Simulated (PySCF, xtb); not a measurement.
Te(SMe)(OSiH3) (CH6OSSiTe), SMILES CS[Te]O[SiH3].

GFN2-xTB run with xtb at its own geometry gives an orbital gap of 3.37 eV and a dipole moment of 1.29 D.

Geometry optimised at r2SCAN-D4/def2-SVP. This is a generated structure with no PubChem entry under its InChIKey; it may be hypothetical. The def2 effective core potentials stand for the cores of Te; spin–orbit coupling is left out. One conformer was computed; it need not be the lowest.

### Question
What does M06-2X/def2-TZVP in PySCF give? (Estimate from the structure and the level; the computed values follow.)

### Answer
gap 6.69 eV (levels -7.63 and -0.94 eV), dipole 1.78 D.
